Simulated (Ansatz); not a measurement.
Reactions of C₂H₉O₂SbSi, SMILES `C[O][Sb]([SiH3])[O]C`.

Calculated with Ansatz (gas phase, PBE0-D4/def2-TZVP geometries, no zero-point term in ΔE). CBS: MP2 limit from def2 TZ/QZ plus the TZ coupled-cluster correction, frozen cores. This one scheme is used for every species, atoms too. DFT in def2-TZVPP. Open shells (•) are unrestricted, without spin–orbit coupling. Spin–orbit coupling would lower the free atoms: a little for C, O, Si. Elements past krypton have def2 core potentials. Bonds to Sb are less sure, by a few kJ/mol each and by 10 to 20 or more in all where they break to atoms, as the def2 sets lack core-valence functions. Each species was taken in one conformer, which may not be the lowest.

```
                                                                                   reaction  HF/CBS(def2) (kcal/mol)  ωB97M-V (kcal/mol)  CCSD/CBS(def2) (kcal/mol)
                                    `C[O][Sb]([SiH3])[O]C` → 2 C• + 9 H• + 2 O• + Sb• + Si•                    852.4              1216.6                     1201.7
                                    `C[O][Sb]([SiH3])[O]C` + H₂ → `C[O][SbH][SiH3]` + CH₃OH                     -4.8                 0.9                        0.7
                 `C[O][Sb]([SiH3])[O]C` + `[SiH3]OBS` → `C[O][SbH][SiH3]` + `COB(S)O[SiH3]`                    -28.1               -25.8                      -24.5
                                         `C[O][Sb]([SiH3])[O]C` → `C[O][SbH][SiH3]` + `C=O`                     23.1                30.9                       31.6
                                `C[O][Sb]([SiH3])[O]C` + CH₄ → `C[O][Sb]([CH3])[O]C` + SiH₄                      4.8                 5.1                        5.2
`C[O][Sb]([SiH3])[O]C` + `CO[CH2][AlH][CH3]` → `C[O][Sb]([CH3])[O]C` + `CO[CH2][AlH][SiH3]`                      4.2                 4.1                        2.9
```

**Question.** Give the CCSD(T)/CBS values in the same order. (Estimate.)

**Answer.** The calculation gave: 1221.5, 2.6, -23.6, 32.4, 5.4, 2.8 kcal/mol.

Largest T1 diagnostic: 0.015, for `C=O`.
